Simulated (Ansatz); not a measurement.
C₂H₈BGeN, SMILES `BC(=C)[NH][GeH3]`, relaxed with RKS PBE-D4/def2-SVP in the Gaussian-basis code of Ansatz from a rough embedded geometry. The force threshold is 0.03 eV/Å; the program also tests the step.

Charge 0, multiplicity 1.

Start:

```xyz
13

B    -0.437    1.517    0.598
C    -0.800    0.246   -0.196
C    -2.016    0.190   -0.709
N     0.079   -0.924   -0.360
Ge    1.866   -0.922    0.223
H    -1.128    2.425    0.752
H     0.694    1.638    1.071
H    -2.750    0.944   -0.538
H    -2.371   -0.684   -1.194
H    -0.229   -1.690   -0.904
H     1.860   -0.766    1.795
H     2.512   -2.262   -0.147
H     2.718    0.289   -0.390
```

(1) How much energy does the relaxation release, and in how many steps? (Estimate.)

(2) Which bonds change most? (Best estimate.)

(3) Give the relaxed structure. (An estimate is asked.)

## Answers

(1) Ansatz gave: 45.66 kJ/mol, in 6 steps, 1 of them rejected.

(2) The calculation gave: C2–N4 from 1.472 to 1.389 Å; B1–H6 from 1.152 to 1.215 Å; C2–C3 from 1.321 to 1.377 Å; Ge5–H13 from 1.602 to 1.551 Å.

(3) The calculation gave: 
```xyz
13

B    -0.398    1.493    0.591
C    -0.779    0.207   -0.186
C    -2.057    0.153   -0.696
N     0.134   -0.829   -0.339
Ge    1.893   -0.880    0.266
H    -1.211    2.390    0.703
H     0.704    1.625    1.098
H    -2.740    0.998   -0.546
H    -2.437   -0.718   -1.259
H    -0.196   -1.648   -0.857
H     1.960   -0.769    1.812
H     2.389   -2.271   -0.204
H     2.737    0.249   -0.382
```
